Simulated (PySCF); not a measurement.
Simulated absorption spectrum

Compound: C₄H₆N₂S.
Z-matrix (Å and degrees, GFN2-xTB geometry), rows numbered from 1:
```
C 
C   1  1.4876
N   2  1.3436  1  121.31
N   3  1.2546  2  115.55  1  -179.95
S   4  1.6617  3  113.16  2     0.04
C   2  1.3828  1  126.21  3  -179.90
C   6  1.4826  2  128.13  1    -0.64
H   1  1.0897  2  110.43  3   116.04
H   1  1.0891  2  110.46  3  -124.23
H   1  1.0857  2  109.11  3    -3.90
H   7  1.0863  6  110.87  2   171.31
H   7  1.0899  6  110.21  2    50.48
H   7  1.0910  6  110.21  2   -68.39
```

Theory: PySCF 2.14.0, density-fitted response routines, TDDFT wB97X-D/def2-SVPD, vertical, gas phase, core orbitals frozen in the response.

Computed states:

| state | E (eV) | f |
| --- | --- | --- |
| S1 | 4.14 | 0.0016 |
| S2 | 5.36 | 0.044 |
| S3 | 5.88 | 0.075 |
| S4 | 6.02 | 0.0006 |
| S5 | 6.51 | 0.068 |
| S6 | 6.60 | 0.0069 |
| S7 | 6.62 | 0.0019 |
| S8 | 6.73 | 0.0011 |

Each state is given a Gaussian of 0.4 eV full width at half maximum, with ε(max) = 2.175×10⁸ f / Δν̃ (Δν̃ the width in cm⁻¹). The width is an assumption, not a result. The curve ends short of the highest state used, and states not computed would add to its high-energy end.

(1) What does the envelope look like, and where are its maxima?

(2) On this curve, what absorbance would a 10⁻⁵ mol/L sample give at 222 nm over a 1 cm path?

(3) Coming from long wavelengths, where does ε first pass 100 L mol⁻¹ cm⁻¹?

Answers

(1) 
E (eV), ε (L mol⁻¹ cm⁻¹) and a bar:
```
     3.54          0 
     3.65          2 
     3.77         10 
     3.88         34 
     3.99         74 
     4.10        107 #
     4.22         99 #
     4.33         59 
     4.44         23 
     4.55          6 
     4.67          2 
     4.78          8 
     4.89         61 
     5.00        303 ##
     5.12       1070 ######
     5.23       2199 #############
     5.34       2997 ##################
     5.45       2846 #################
     5.57       2432 ##############
     5.68       3137 ###################
     5.79       4599 ###########################
     5.90       5069 ##############################
     6.02       3643 ######################
     6.13       2064 ############
```

Maxima: 299 nm (4.14 eV), ε about 110, made up of S1 (100%); 231 nm (5.37 eV), ε about 3000, made up of S2 (98%); 211 nm (5.87 eV), ε about 5100, made up of S3 (99%) (ε in L mol⁻¹ cm⁻¹; maxima over ε = 5, shares over 10%).

(2) 222 nm is 5.585 eV, where ε is about 2400 L mol⁻¹ cm⁻¹, so A = ε c l ≈ 0.024 (Beer–Lambert, with the gas-phase spectrum and the assumed width).

(3) At about 305 nm (4.07 eV), 0.07 eV below S1.

The run took 31 s of wall time on Arm Neoverse V1, one thread, no GPU, on a shared host.
